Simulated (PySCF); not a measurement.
PySCF job for Br3Re, SMILES [Br][Re]([Br])[Br] (connectivity only; charge and spin as stated), neutral, multiplicity 5, IEF-PCM-ωB97X/def2-SVP. Geometry optimised at r2SCAN-D4/def2-SVP. A frequency run showed that this geometry is not a minimum. The spin state was assumed, not searched. The def2 effective core potentials stand for the cores of Re; spin–orbit coupling is left out.

```python
import numpy as np
from pyscf import gto, scf, dft
from pyscf.solvent import pcm

mol = gto.M(
    atom='''
    Re   -0.00000000   -0.00000000    0.19536090
    Br    0.00000000    2.33196264    0.88619054
    Br    0.00000000   -2.33196263    0.88619055
    Br    0.00000000   -0.00000001   -2.19101159
    ''',
    basis='def2-SVP',
    ecp={'Re': 'def2-svp'},
    charge=0,
    spin=4,
    max_memory=1600,
    verbose=3,
)
mf = dft.UKS(mol, xc='wb97x').density_fit(auxbasis='def2-universal-jkfit')
mf.grids.level = 3
mf.conv_tol = 1e-9
mf.max_cycle = 100
mf.kernel()
fine, coarse = mf.grids, dft.Grids(mol).set(level=1).build(with_non0tab=True)
for _ in range(3):  # follow internal instabilities
    mf.grids = coarse
    mo, _, stable, _ = mf.stability(return_status=True, nroots=4)
    mf.grids = fine
    if stable:
        break
    mf.kernel(mf.make_rdm1(mo, mf.mo_occ))
res = {}
for name, eps in {'water': 78.355, 'N,N-dimethylformamide': 37.219, 'benzene': 2.2706}.items():
    s = mf.PCM()
    s.with_solvent.method, s.with_solvent.eps, s.with_solvent.lebedev_order = 'IEF-PCM', eps, 29
    s.kernel(mf.make_rdm1())
    res[name] = (s.e_tot, eps, s.dip_moment(), s.mo_energy, s.converged)
    print(f'{name}: electrostatic solvation free energy {(s.e_tot - mf.e_tot) * 627.509474:.3f} kcal/mol')
```

Output:

```

WARN: HOMO -0.41247404195257 >= LUMO -0.467569621322852

converged SCF energy = -7799.9891183625  <S^2> = 6.0235494  2S+1 = 5.0094109
<class 'pyscf.df.df_jk.DFUKS'> wavefunction is stable in the internal stability analysis

WARN: PCM is an experimental feature. It is still in testing.
Features and APIs may be changed in the future.

converged SCF energy = -7799.99622902937  <S^2> = 6.0224292  2S+1 = 5.0089636
Dipole moment(X, Y, Z, Debye):  0.00000, -0.00000,  0.96900
water: electrostatic solvation free energy -4.462 kcal/mol

WARN: PCM is an experimental feature. It is still in testing.
Features and APIs may be changed in the future.

converged SCF energy = -7799.99604295628  <S^2> = 6.0224604  2S+1 = 5.0089761
Dipole moment(X, Y, Z, Debye): -0.00000, -0.00000,  0.95335
N,N-dimethylformamide: electrostatic solvation free energy -4.345 kcal/mol

WARN: PCM is an experimental feature. It is still in testing.
Features and APIs may be changed in the future.

converged SCF energy = -7799.99208307393  <S^2> = 6.0231004  2S+1 = 5.0092316
Dipole moment(X, Y, Z, Debye): -0.00000, -0.00000,  0.67427
benzene: electrostatic solvation free energy -1.860 kcal/mol
```

The run converged.
